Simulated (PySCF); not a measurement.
## Working out the ionisation energy of Cd⁺

Cd⁺ [Kr] 4d10 5s1 (2S) → Cd²⁺ [Kr] 4d10 (1S). All numbers are calculated (PySCF 2.14, the spin-free X2C one-electron Hamiltonian (Gaussian nucleus), in x2c-TZVPall (8s6p6d1f, 63 functions)). Frozen: [Kr]. Energies in hartree (1 hartree = 27.21139 eV):

```
             part   Cd⁺ (lower)  Cd²⁺ (upper)
              UHF  -5591.043894  -5590.471775
MP2 opposite-spin     -0.186560     -0.169998
    MP2 same-spin     -0.112794     -0.100325
```

**Question.** What does Hartree-Fock give?

**Answer.** (-5590.471775) − (-5591.043894) = 0.572119 hartree = 15.568 eV.

**Question.** What do MP2 and SCS-MP2 (6/5 opposite-spin, 1/3 same-spin) give?

**Answer.** The opposite-spin parts differ by 0.451 eV and the same-spin parts by 0.339 eV. MP2: 15.568 + (0.451) + (0.339) = 16.358 eV. SCS-MP2: 15.568 + 1.2 × (0.451) + (0.339)/3 = 16.222 eV.

Measured between the centres of the two terms (NIST): 16.908 eV, so MP2 (valence) is off by -0.550 eV.

What remains against the reference includes basis incompleteness, the frozen core and correlation beyond second order.
